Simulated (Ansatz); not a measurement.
Isolated molecules relaxed with PBE0-D4/def2-TZVP in Ansatz; ΔE leaves out vibrations. CCSD(T)/CBS is the MP2 limit (def2-TZVPP, def2-QZVPP) plus CCSD(T) − MP2 in def2-TZVPP, frozen cores. This one scheme is used for every species. Functionals use def2-TZVPP. B3LYP here is the variant with VWN-RPA as its local correlation; programs differ in this. HSE06 is defined as in plane-wave codes. For Ge outer-core shells are correlated without core-valence functions, which leaves a few kJ/mol of doubt a bond. Scalar relativity is left out up to krypton. One conformer a species, not always the lowest.

Reaction (silylene formation by 1,1-elimination): `S[SiH2][GeH3]` → `[SH][GeH3]` + `[SiH2]`

```
             level  ΔE (kJ/mol)  difference from CCSD(T)/CBS
       LDA (SPW92)        304.1                         37.2
            PBE-D4        277.8                         10.9
         revPBE-D4        270.6                          3.7
         r2SCAN-D4        289.2                         22.3
           PBE0-D4        283.2                         16.3
          B3LYP-D4        260.8                         -6.1
      CAM-B3LYP-D4        265.3                         -1.6
            r2SCAN        287.1                         20.2
             HSE06        276.0                          9.1
             BHLYP        254.7                        -12.2
           LC-ωPBE        284.1                         17.2
RPA@PBE/def2-TZVPP        235.3                        -31.6
       HF/def2-SVP        227.2                        -39.7
  CCSD(T)/def2-SVP        241.6                        -25.3
     MP2/CBS(def2)        285.2                         18.3
    CCSD/CBS(def2)        261.4                         -5.5
       CCSD(T)/CBS        266.9                            0
```

Task: What do rigid-rotor, harmonic-oscillator terms from PBE0-D4/def2-TZVP frequencies (298.15 K, 1 bar) make of the CCSD(T)/CBS value? (Estimate.)

Result: Computed: ΔZPE = -15.2 kJ/mol, ΔH = +255.3 kJ/mol, ΔS = 146 J/(mol·K), ΔG = +211.7 kJ/mol.

Largest T1 diagnostic among the species: 0.014.

From BLYP to BHLYP (50 % exact exchange), in def2-TZVPP and without D4, ΔE moves by +19.0 kJ/mol. At CCSD(T), def2-SVP lies −25.3 kJ/mol from the extrapolated value and def2-TZVPP −10.6 kJ/mol.
